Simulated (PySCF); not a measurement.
# How methods differ on the ionisation energy of K²⁺

K²⁺ [Ne] 3s2 3p5 (2P) → K³⁺ [Ne] 3s2 3p4 (3P), as a difference of total energies. All numbers are calculated (PySCF 2.14, no relativity, point nucleus, in def2-TZVP (6s4p3d, 33 functions)). Correlated levels: valence: [Ne] 3s2 frozen. The calculations carry no spin-orbit coupling.

```
           method  ionisation energy (eV)  difference from reference (eV)
              UHF                  44.445                          -1.358
             PBE0                  45.753                          -0.050
             BP86                  45.854                          +0.051
    MP2 (valence)                  45.427                          -0.376
SCS-MP2 (valence)                  45.473                          -0.330
   CCSD (valence)                  45.472                          -0.331
CCSD(T) (valence)                  45.477                          -0.326
```

Reference: 45.803 eV (semi-empirical (NIST evaluation); NIST Atomic Spectra Database, ionization energies).

These non-relativistic numbers lack the scalar-relativistic shift.

The reference lies between the lowest fine-structure levels, while these numbers refer to the centres of the terms.

Errors of the correlated levels include the incompleteness of this basis and the frozen core.
